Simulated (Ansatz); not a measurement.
Stretching the C1–N2 bond in CH3N (SMILES C=N) (multiplicity 1 held, fragments rigid). Energies count from the point at 1.263 Å.
Geometry at that point (charge 0, multiplicity 1):
```xyz
5

C     -0.5574     0.1786     0.0105
N      0.6030    -0.3199    -0.0120
H     -1.4180    -0.4908     0.0213
H     -0.7786     1.2508     0.0202
H      1.3198     0.4081    -0.0201
```

Restricted levels (R-, RO-) in cc, def2 and unpolarised 6-31G sets keep to the state of the molecule at rest. Unrestricted levels (U-) break spin symmetry where that is lower. Curves can end on different states.

Cores are frozen in the correlated methods.

Programs: Ansatz (Gaussian basis) for Hartree–Fock, density functionals and correlated methods. Values without a source in brackets are computed.

Energies in eV.

| R (Å) | U-HF/cc-pVDZ | R-MP2/cc-pVDZ | R-SCS-MP2/cc-pVDZ | U-CCSD/cc-pVDZ | U-CCSD(T)/cc-pVDZ |
|---|---|---|---|---|---|
| 1.011 | 4.21 | 4.76 | ? | 4.75 | 4.82 |
| 1.137 | 0.72 | 1.01 | 1.02 | 1.00 | 1.04 |
| 1.263 | 0.00 | 0.00 | 0.00 | 0.00 | 0.00 |
| 1.389 | 0.42 | 0.30 | 0.30 | 0.36 | 0.31 |
| 1.516 | 1.18 | 1.16 | 1.16 | 1.29 | 1.21 |
| 1.705 | 2.45 | 2.75 | 2.76 | 2.94 | 2.85 |
| 1.895 | 3.45 | 5.16 | 5.14 | 4.33 | 4.31 |
| 2.211 | 4.02 | 8.82 | ? | 5.79 | 5.85 |
| 2.526 | 4.09 | 9.69 | 9.34 | 6.30 | 6.45 |
| 2.905 | 4.09 | 10.03 | 9.65 | 6.43 | 6.62 |
| 3.411 | 4.08 | 10.18 | 9.78 | 6.47 | 6.66 |
| 4.042 | 4.09 | 10.24 | ? | 6.49 | 6.68 |

Task: What belongs in the gaps?

Result: 
- 4.042, R-SCS-MP2/cc-pVDZ: 9.84
- 2.211, R-SCS-MP2/cc-pVDZ: 8.56
- 1.011, R-SCS-MP2/cc-pVDZ: 4.77

Doubts at one or more of the structures used: a spin-contaminated determinant (U-HF/cc-pVDZ, U-CCSD/cc-pVDZ, U-CCSD(T)/cc-pVDZ); a restricted determinant that unrestricted orbitals would lower (R-MP2/cc-pVDZ, R-SCS-MP2/cc-pVDZ); T1 above 0.05 (U-CCSD/cc-pVDZ, U-CCSD(T)/cc-pVDZ); the program's own flag: large difference (U-CCSD/cc-pVDZ, U-CCSD(T)/cc-pVDZ).

Ansatz is an electronic-structure program.
